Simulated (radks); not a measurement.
Results of a calculation; reference values are marked as such.
Question: Radial electron density D(r) = 4 pi r^2 rho(r) of an atom or ion with 66 electrons. Level of theory: Dirac Kohn-Sham, BLYP, spin-unpolarised, spherical densities, finite nucleus; Fermi nuclear charge, rms radius of each element as measured or else 0.836 A^(1/3) + 0.57 fm (a radial shooting solver on a logarithmic mesh with Libxc functionals).

r (bohr)  D(r) (e/bohr)
0.001166          6.902
0.001568          10.93
0.002125          17.18
0.00288           26.29
0.003903          38.77
0.005247          54.01
0.007111          71.20
0.009638          86.22
0.01306           93.99
0.01756           91.83
0.0238            84.61
0.03225           85.95
0.04371           104.0
0.05877           121.1
0.07965           112.3
0.108             93.41
0.1463            102.8
0.1967            105.0
0.2666            65.99
0.3613            51.02
0.4896            59.58
0.6583            40.91
0.8922            20.30
1.209             12.39
1.639             6.159
2.203             2.006
2.986            0.6519
4.047            0.2322
5.484           0.03896
7.374          0.002042

What is the nuclear charge?

Answer: Z = 68. The innermost maximum, from 1s, lies near gamma/Z bohr with gamma = sqrt(1 - (Z/c)^2) = 0.868, here 0.0128 bohr (found: 0.0141), and its height grows with Z. The density is that of the erbium ion Er2+ in [Xe] 4f11 6s1; the configuration itself is not fixed sharply by these data, and Z only to a few units. D(r) has 4 maxima, at r = 0.0141, 0.0627, 0.174, 0.474 bohr, and minima at 0.0273, 0.114, 0.336 bohr, inside which lie 2.02, 11.16, 29.53 electrons.
